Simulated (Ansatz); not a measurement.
An input meant for the cluster Zr3O5⁺ (charge 1, doublet; with a point charge).

```yaml
crystal:
  periodic: [false, false, false]
  atoms:
    - {symbol: Zr, position_ang: [-0.960990, -0.527396, 1.425930]}
    - {symbol: Zr, position_ang: [-0.960990, -0.577396, 1.375930]}
    - {symbol: Zr, position_ang: [-0.543796, 1.794124, -0.568020]}
    - {symbol: O, position_ang: [1.302712, 1.632117, -0.697332]}
    - {symbol: O, position_ang: [-1.068808, 1.511416, 1.191807]}
    - {symbol: O, position_ang: [-2.399591, -1.349302, 0.719565]}
    - {symbol: O, position_ang: [1.316056, -1.160239, -2.240176]}
    - {symbol: O, position_ang: [0.766541, -1.403038, 0.872650]}
basis:
  gaussian: {orbitals: def2-mTZVP, point_charges: [{charge: 2.00, position_ang: [5.312, 0.381, 0.593]}]}
total_charge: 1
magnetization: {spin_polarized: true, initial_magnetization: 1}
hamiltonian: {xc: {name: B3LYP5}}
scf: {lower_state_search: off}
output: {forces: true}
```

```sh
$ ansatz run in.yaml --threads 4 --pin off --events-out ev --progress --plain --max-ram 8704MiB
```

Output, abridged:

```
Functional definition: B3LYP5
1790 factors; their error is unknown
mean field evaluation 1: about 12773.0154 eV, gradient 1.7e2 eV
mean field evaluation 2: about 18018.5887 eV, gradient 7.9e2 eV
mean field evaluation 4: about 12749.8237 eV, gradient 2.4e2 eV
mean field evaluation 8: about 12477.2571 eV, gradient 4.4e1 eV
mean field evaluation 16: about 12452.0124 eV, gradient 5.9e-2 eV
a density is far from that of the atoms, so the factors are made again for it
2430 factors; integrals over basis functions are off by at most 2.0e-4 eV
mean field 12452.01212204 eV, 457.6030052080 hartree, gradient 2.2e-6 eV, S^2 1.758353; 0 other end points of the search recorded, 1 dependent functions left out
reference 12452.01182779 eV, 457.6029943946 hartree; 38, 37 occupied and 180, 181 virtual orbitals, 2430 factors
Total energy: 12452.01182779 eV, 457.6029943946 hartree
Atom 0 at    -0.960990    -0.527396     1.425930 Å, force    22.854881 292814.840835 292819.577568 eV/Å
Atom 1 at    -0.960990    -0.577396     1.375930 Å, force   -15.229232 -292813.227392 -292813.478836 eV/Å
Atom 2 at    -0.543796     1.794124    -0.568020 Å, force     3.977159     1.616134    -3.549492 eV/Å
Atom 3 at     1.302712     1.632117    -0.697332 Å, force    -3.633620     0.166747     0.856665 eV/Å
Atom 4 at    -1.068808     1.511416     1.191807 Å, force    -0.221539    -1.181363     0.648807 eV/Å
Atom 5 at    -2.399591    -1.349302     0.719565 Å, force    -6.693600    -3.508552    -4.185801 eV/Å
Atom 6 at     1.316056    -1.160239    -2.240176 Å, force    -0.135729     0.106651     0.226746 eV/Å
Atom 7 at     0.766541    -1.403038     0.872650 Å, force    -0.936956     1.274732    -0.000083 eV/Å
Dipole moment:    -1.706736     1.597461    -0.504107 e Å
Checks for a lower state left out: stability, starts, cluster_reference, orbital_swaps, neighbouring_geometries, increment
```

In this input one atom was put on top of another. The calculation finished and met its thresholds. The result belongs to that input, not to the species as meant.

In the def2 sets Zr takes a core potential; there is no spin–orbit coupling. The charge 1 doublet is spin-contaminated (final ⟨S²⟩ up to 1.76, 0.75 for a pure state).
